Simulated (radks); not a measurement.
Values are calculated unless marked as measured or tabulated.
Q: Coherent X-ray form factor from a spherical all-electron density. Code: a radial shooting solver on a logarithmic mesh with Libxc functionals. Model: scalar-relativistic Kohn-Sham, SCAN, spin-polarised, spherical densities, finite nucleus; meta-GGA in the generalised Kohn-Sham scheme; Fermi nuclear charge, rms radius of each element as measured or else 0.836 A^(1/3) + 0.57 fm.

sin(theta)/lambda (1/angstrom)  f0 (electrons)
0.05                                    48.884
0.1                                     48.539
0.15                                    47.973
0.2                                     47.199
0.25                                    46.233
0.3                                     45.095
0.4                                     42.405
0.5                                     39.333
0.6                                     36.090
0.8                                     29.817
1                                       24.605
1.25                                    20.012
1.5                                     17.121
2                                       13.589

The species is in the configuration that NIST lists as its ground one. Which atom or ion scatters so?

A: The hafnium ion Hf23+, [Kr] 4d10 4f3. Extrapolating in s^2 from the first two rows gives f0(0) = 49.0, near the electron count 49; among species with that count, the fall with angle is slower the higher Z, and the table is that of Z = 72; from so few rows the species is fixed only to a neighbour or two.
